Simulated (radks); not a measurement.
Cl XV, configuration [He] 3s1 (not the ground configuration).

Calculated with a radial shooting solver on a logarithmic mesh with Libxc functionals: scalar-relativistic Kohn-Sham, LDA (Slater exchange, Perdew-Wang correlation), spin-polarised, spherical densities, finite nucleus; open shells are filled with parallel spins first; Fermi nuclear charge, rms radius 3.3654 fm.

Energy parts (eV):
| part | energy |
|---|---|
| total | -7926.546 |
| kinetic | 7979.750 |
| electron-nucleus | -16304.840 |
| Hartree | 665.579 |
| exchange-correlation | -267.036 |

Orbitals (lengths in bohr, moments of r in powers of bohr; r(max) is where P^2 peaks):
| orbital | occ. | eigenvalue (eV) | <1/r> | r(max) | <r> |
|---|---|---|---|---|---|
| 1s up | 1 | -3503.035 | 16.76 | 0.05937 | 0.09019 |
| 1s down | 1 | -3501.606 | 16.76 | 0.05938 | 0.09017 |
| 2s up | 0 | -796.7261 | 3.974 | 0.3242 | 0.3767 |
| 2s down | 0 | -789.5759 | 3.978 | 0.3244 | 0.3761 |
| 2p up | 0 | -770.6656 | 3.910 | 0.2553 | 0.3217 |
| 2p down | 0 | -764.2022 | 3.918 | 0.2546 | 0.3209 |
| 3s up | 1 | -343.5595 | 1.723 | 0.8355 | 0.8660 |
| 3s down | 0 | -333.2970 | 1.703 | 0.8386 | 0.8742 |
| 3d up | 0 | -327.1565 | 1.653 | 0.6102 | 0.7068 |
| 3d down | 0 | -317.3669 | 1.657 | 0.6032 | 0.7066 |
| 4f up | 0 | -180.5703 | 0.9385 | 1.063 | 1.197 |
| 4f down | 0 | -173.4543 | 0.9092 | 1.101 | 1.239 |

The highest occupied level is 3s up at -343.56 eV. The configuration is held as typed, so some empty levels lie below it. The density falls to 0.001 e/bohr^3 at r = 1.73 bohr. The spin density at the nucleus is 53.63 e/bohr^3 (1s -0.05, 3s 53.68). The electron density at the nucleus is 3393 e/bohr^3 (large components only). Spin moment in Bohr magnetons: 1.
